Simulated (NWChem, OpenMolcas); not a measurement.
**How basis sets differ on GaF (SMILES [F][Ga])**

GaF has 2 atoms, charge 0, and is taken as a singlet. SMILES: `[F][Ga]`. The coordinates come from a PBE0-D4/def2-TZVP relaxation.

```jsonl
{"atom": "F", "x (Å)": "0.0000", "y (Å)": "0.0000", "z (Å)": "0.0063"}
{"atom": "Ga", "x (Å)": "0.0000", "y (Å)": "0.0000", "z (Å)": "1.7929"}
```

Quantity: the dipole moment, in D. The values are calculated.

| level | kind | program | value (D) |
| --- | --- | --- | --- |
| HF/ANO-RCC-MB (DKH2) | Hartree–Fock | OpenMolcas | 1.84 |
| HF/STO-3G | Hartree–Fock | NWChem | 0.09 |
| HF/3-21G | Hartree–Fock | NWChem | 1.71 |
| HF/6-31G* (spherical functions) | Hartree–Fock | NWChem | 2.06 |
| HF/def2-SVP | Hartree–Fock | NWChem | 2.16 |
| HF/def2-TZVPPD | Hartree–Fock | NWChem | 2.33 |

All-electron rows without a relativistic Hamiltonian named are non-relativistic. The values span 0.09 to 2.33 D. Magnitudes only. Sets without polarisation functions give poor dipoles. Without the sets that lack polarisation functions the rows with a basis span only 2.06 to 2.33 D.
